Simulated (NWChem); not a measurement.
System: BP₂H₅O; SMILES PB(P)O

Input file for NWChem:

```
start job
memory heap 200 mb stack 900 mb global 1100 mb
geometry units angstroms noautosym nocenter noautoz
  B      0.450874    -0.035883    -0.003160
  O      1.812814    -0.124679    -0.042452
  H      2.262300     0.738214    -0.106618
  P     -0.533221    -1.702212    -0.056549
  H     -1.577343    -1.305356     0.847297
  H      0.241694    -2.405988     0.928375
  P     -0.504803     1.653410     0.103990
  H     -1.580393     1.282386    -0.771717
  H      0.240339     2.357888    -0.909388
end
basis spherical
  * library 6-31+g*
end
dft
  xc xpbe96 cpbe96
  iterations 150
end
property
  response 1 0.0
end
task dft property
```

The geometry was optimised at PBE-D3(BJ)/def2-SVP.

Static field.

### Question
What results follow from this input? (PBE/6-31+G* (spherical d).) Quantities: isotropic polarisability (bohr³); anisotropy (bohr³).

### Answer
| Item | Result |
|---|---|
| isotropic polarisability (bohr³) | 73.3 |
| anisotropy (bohr³) | 32.5 |
